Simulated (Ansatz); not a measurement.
[CoBrCl5]3- (CoBrCl₅³⁻). Charge -3, multiplicity 3. Geometry r2SCAN-D4/def2-SVPD; atoms count from 1.

```xyz
7

Co   -0.0221    0.0282   -0.0215
Br    1.3009   -1.8684    1.0071
Cl   -1.2455    1.7902   -0.9622
Cl    1.3751   -0.1834   -2.0934
Cl   -1.3893    0.2096    2.0807
Cl    1.6340    1.6794    0.9019
Cl   -1.6532   -1.6557   -0.9125
```

A multiply charged anion in the gas phase is held together partly by the finite basis. The charge -3 triplet is spin-contaminated (final ⟨S²⟩ up to 2.42, 2.00 for a pure state). The highest occupied level of the charge -3 triplet lies above zero (up to 3.90 eV). It is a level of α spin, whose loss leaves a doublet; that state wasn't run at this geometry and level. The electron is either unbound and held by the finite basis, or the level is raised by self-interaction error. The geometry of the triplet was relaxed on an unsound state (⟨S²⟩ 2.39, where a pure state has 2.00). At PBE0-D4/def2-TZVPD a quintet of charge -3 lies 4.99 eV below the triplet, each at its own geometry.

(1) Estimate the Mulliken populations from the PBE0/def2-TZVPD orbitals of Ansatz.

(2) Where does the spin sit?

(3) And the Mayer bond orders between bonded heavy atoms (over 0.3)?

Results:

(1) 
```csv
atom,charge (e),spin (α − β),d electrons
Co1,0.76,2.44,7.34
Br2,-0.49,-0.24,–
Cl3,-0.52,-0.15,–
Cl4,-0.68,-0.01,–
Cl5,-0.69,-0.01,–
Cl6,-0.69,-0.01,–
Cl7,-0.68,-0.01,–
```
Mulliken values and Mayer orders depend strongly on the basis. With diffuse functions, as here, like atoms can get unlike values, and bond orders can come out too low or too high.

(2) Summed by element: Co 2.44, Br -0.24, Cl -0.21, of 2 unpaired in all. Largest on single atoms: Co1 2.44, Br2 -0.24, Cl3 -0.15.

(3) Co1–Br2 0.52 (2.53 Å); Co1–Cl3 0.51 (2.34 Å); Co1–Cl4 0.44 (2.51 Å); Co1–Cl5 0.43 (2.51 Å); Co1–Cl6 0.43 (2.51 Å); Co1–Cl7 0.44 (2.51 Å).
